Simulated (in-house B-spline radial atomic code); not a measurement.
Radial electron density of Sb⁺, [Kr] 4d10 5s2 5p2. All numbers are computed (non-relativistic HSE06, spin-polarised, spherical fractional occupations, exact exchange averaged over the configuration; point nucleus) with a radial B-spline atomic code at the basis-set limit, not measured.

Columns: r (bohr), 4πr²n(r) (electrons per bohr), bar.

```
 0.00142    2.049 #
 0.00176     3.04 ##
 0.00218    4.469 ##
  0.0027    6.501 ###
 0.00335    9.367 #####
 0.00415    13.25 #######
 0.00514    18.38 ##########
 0.00637    24.91 #############
  0.0079    32.81 ##################
 0.00979    41.63 ######################
  0.0121    50.44 ###########################
   0.015    58.13 ###############################
  0.0186    63.02 ##################################
  0.0231    63.92 ##################################
  0.0286    61.15 #################################
  0.0355    57.21 ###############################
  0.0439    56.39 ##############################
  0.0544    61.97 #################################
  0.0675    72.93 #######################################
  0.0836    82.09 ############################################
   0.104    81.32 ############################################
   0.128    70.83 ######################################
   0.159     60.5 ################################
   0.197    61.53 #################################
   0.244    68.64 #####################################
   0.303    64.77 ###################################
   0.375    45.31 ########################
   0.465     26.1 ##############
   0.576    21.46 ############
   0.714    24.88 #############
   0.885    23.26 ############
     1.1    15.35 ########
    1.36    8.081 ####
    1.68    4.319 ##
    2.09    2.782 #
    2.59    1.848 #
    3.21   0.9796 #
    3.97   0.3718 
    4.92  0.09401 
     6.1  0.01488 
    7.56  0.00129 
    9.37 5.617e-05
```

On this grid the curve has 4 maxima, near 0.0231, 0.0836, 0.244, 0.714 bohr.

The 5s up radial function P(r) = rR(r), positive near the nucleus:

| r (bohr) | P |
| --- | --- |
| 0.000392 | 0.005972 |
| 0.000602 | 0.009073 |
| 0.000925 | 0.01371 |
| 0.00142 | 0.02051 |
| 0.00218 | 0.03027 |
| 0.00335 | 0.04371 |
| 0.00514 | 0.06085 |
| 0.0079 | 0.08001 |
| 0.0121 | 0.09505 |
| 0.0186 | 0.09324 |
| 0.0286 | 0.05465 |
| 0.0439 | -0.03279 |
| 0.0675 | -0.1367 |
| 0.104 | -0.1433 |
| 0.159 | 0.04174 |
| 0.244 | 0.2388 |
| 0.375 | 0.0485 |
| 0.576 | -0.3451 |
| 0.885 | -0.1557 |
| 1.36 | 0.5079 |
| 2.09 | 0.7626 |
| 3.21 | 0.4353 |
| 4.92 | 0.09681 |
| 7.56 | 0.006046 |
